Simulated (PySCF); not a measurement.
H9N3Si3, triplet, at the geometry of the source list (a higher spin typed on purpose: for a closed-shell molecule this is an excited state); PySCF with BLYP/STO-3G.

Here is a job for PySCF.
```python
from pyscf import gto, scf, dft

mol = gto.Mole()
mol.atom = '''
    Si    1.66910000   -0.43420000   -0.53010000
    N     0.51200000   -1.52140000    0.14690000
    Si   -1.17660000   -1.29940000    0.42870000
    N    -1.44110000    0.39700000    0.60300000
    Si   -0.53150000    1.72390000   -0.02190000
    N     1.08550000    1.16520000   -0.24950000
    H     1.83960000   -0.68320000   -1.97510000
    H     2.94000000   -0.60000000    0.18600000
    H     0.82120000   -2.47620000    0.20070000
    H    -1.97060000   -1.84090000   -0.69110000
    H    -1.52980000   -1.95840000    1.69200000
    H    -2.34960000    0.64340000    0.95660000
    H    -0.51910000    2.79450000    0.98200000
    H    -1.10540000    2.19850000   -1.29570000
    H     1.75630000    1.89130000   -0.43250000
'''
mol.basis = 'sto-3g'
mol.spin = 2
mol.verbose = 3
mol.build()

mf = dft.UKS(mol)
mf.xc = 'blyp'
mf.kernel()
```

Output, abridged:

```
SCF not converged.
SCF energy = -1025.31356460277 after 50 cycles  <S^2> = 2.0032283  2S+1 = 3.0021514
```

Convergence was not reached.
